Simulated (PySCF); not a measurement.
CH11N3Si2, SMILES NC[Si@H](N)[SiH2]N. The structure is a stationary point at ωB97X-D3(BJ)/def2-SVP. The structure was generated by enumeration; whether it is a known compound was not checked. One conformer was computed; it need not be the lowest.

Computed equilibrium geometry at ωB97X-D3(BJ)/def2-SVP (PySCF confirms it by a frequency run) as a Z-matrix (one conformer of several):
```
Si
N 1 1.7449
H 2 1.0141 1 121.98
H 2 1.0148 3 112.38 1 151.54
H 1 1.4932 2 107.40 3 -47.83
C 1 1.8959 5 107.87 2 -122.70
H 6 1.1053 1 107.28 5 -47.67
H 6 1.1118 7 106.15 1 118.11
N 6 1.4638 7 109.43 8 124.52
H 9 1.0189 6 111.38 7 -62.48
H 9 1.0192 10 106.39 6 119.20
Si 1 2.3418 5 113.54 2 112.74
N 12 1.7471 1 102.83 5 -111.46
H 13 1.0154 12 120.46 1 -179.70
H 13 1.0165 14 110.73 12 139.95
H 12 1.4971 13 108.40 14 -60.59
H 12 1.5026 16 105.56 13 -124.37
```
Charge 0, spin multiplicity 1.
